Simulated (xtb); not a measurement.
Job for xtb: GFN1-xTB on GeH2O (SMILES [OH][GeH]), a point of a torsion scan.

```
$ xtb mol.xyz --gfn 1 --sp --chrg 0 --uhf 0
4

O     -0.81851582     0.17136891     0.22934786
Ge     0.70327463     0.85641008    -0.31886517
H     -1.44662854    -0.46243052    -0.09748752
H      1.61570432     0.32679712     1.01009024
```

The head of its log:

```
[...]
           -------------------------------------------------
          |                Calculation Setup                |
           -------------------------------------------------



           -------------------------------------------------
          |                 G F N 1 - x T B                 |
           -------------------------------------------------

        Reference                      10.1021/acs.jctc.7b00118
      * Hamiltonian:
        H0-scaling (s, p, d)           1.850000    2.250000    2.000000
        zeta-weighting                 0.000000
      * Dispersion:
        s8                             2.400000
        a1                             0.630000
        a2                             5.000000
        s9                             0.000000
      * Repulsion:
        kExp                           1.500000
        rExp                           1.000000
      * Coulomb:
        alpha                          2.000000
        third order                    atomic
        anisotropic                    false
      * Halogen bond correction:
        rad-scale                      1.300000
        damping                        0.440000


          ...................................................
          :                      SETUP                      :
          :.................................................:
          :  # basis functions                  18          :
          :  # atomic orbitals                  17          :
          :  # shells                            9          :
          :  # electrons                        12          :
          :  # halogen bonds                     0          :
          :  max. iterations                   250          :
          :  Hamiltonian                  GFN1-xTB          :
          :  restarted?                      false          :
          :  GBSA solvation                  false          :
          :  PC potential                    false          :
          :  electronic temp.          300.0000000     K    :
          :  accuracy                    1.0000000          :
          :  -> integral cutoff          0.2500000E+02      :
          :  -> integral neglect         0.1000000E-07      :
          :  -> SCF convergence          0.1000000E-05 Eh   :
          :  -> wf. convergence          0.2000000E-04 e    :
          :  Broyden damping             0.4000000          :
          :  net charge                          0          :
          :  unpaired electrons                  0          :
          ...................................................

 iter      E             dE          RMSdq      gap      omega  full diag
   1     -7.4284826 -0.742848E+01  0.463E+00    3.01       0.0  T
   2     -7.4369382 -0.845559E-02  0.246E+00    2.63       1.0  T
```

Question: What total energy does the run end on?

Answer: -7.4104 hartree.
